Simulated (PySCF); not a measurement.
## Dipole moment and polarisability of `O=[P@@H]1CCC[C@H]1C(F)(F)F`

Species: C₅H₈F₃OP.
Structure used (PBE0-D3(BJ)/def2-SVP), in Å, numbered top down from 1:
```xyz
18
C5H8F3OP angstrom
O     -0.320    2.487    1.467
P     -0.257    1.505    0.346
C     -1.756    0.539   -0.066
C     -1.246   -0.826   -0.518
C     -0.114   -1.214    0.439
C      0.820   -0.005    0.598
C      1.995   -0.041   -0.344
F      2.769   -1.109   -0.128
F      2.759    1.045   -0.211
F      1.602   -0.098   -1.627
H      0.187    2.021   -0.908
H     -2.390    1.058   -0.799
H     -2.320    0.468    0.880
H     -2.047   -1.580   -0.525
H     -0.856   -0.764   -1.546
H      0.437   -2.103    0.099
H     -0.538   -1.463    1.424
H      1.233    0.087    1.614
```

Level: B3LYP/def2-SVPD (PySCF), static field, nuclei fixed, core orbitals frozen in the response. The polarisability tensor in these axes (au):

```
x   87.45 -0.64  0.33
y   -0.64 88.35  4.28
z    0.33  4.28 76.95
```

Problem. Give the principal values, the mean and the anisotropy Δα = √{½[(α1 − α2)² + (α2 − α3)² + (α1 − α3)²]}.

Solution. Principal values 75.50, 87.37 and 89.88 au; mean 84.25 au = 12.48 Å³ = 13.89 × 10⁻⁴⁰ C²·m²/J; Δα = 13.31 au (16 % of the mean).

Problem. What is the dipole moment, and where does it point?

Solution. (-2.19, -3.48, -1.59) D, 4.41 D in size, pointing from the negative to the positive side. Measured along this direction, the outermost atoms are O1 at the negative end and H14 at the positive end.

Problem. Estimate the molar refractivity from the static electronic polarisability.

Solution. Lorentz–Lorenz: R = (4π/3)N_A α = 2.5225 cm³/(mol·Å³) × 12.48 Å³ = 31.5 cm³/mol, in the limit of long wavelengths.

Problem. Orientational against electronic polarisability at 250 K (dilute gas, rigid molecules)?

Solution. In Gaussian units μ²/3kT = 187.74 Å³ against 12.48 Å³, a ratio of 15.04; the Debye molar polarisation (4π/3)N_A(α + μ²/3kT) is 505.1 cm³/mol, leaving out the vibrational part.

Problem. Refractivity n − 1 of an ideal gas of it at 350 K and 1 atm, from the electronic α?

Solution. N = p/kT = 2.0968 × 10¹⁹ cm⁻³, so n − 1 = 2π × N × 12.48 × 10⁻²⁴ cm³ = 1645 × 10⁻⁶ at long wavelengths.

Isolated species at its PBE0-D3(BJ)/def2-SVP geometry (one conformer only).
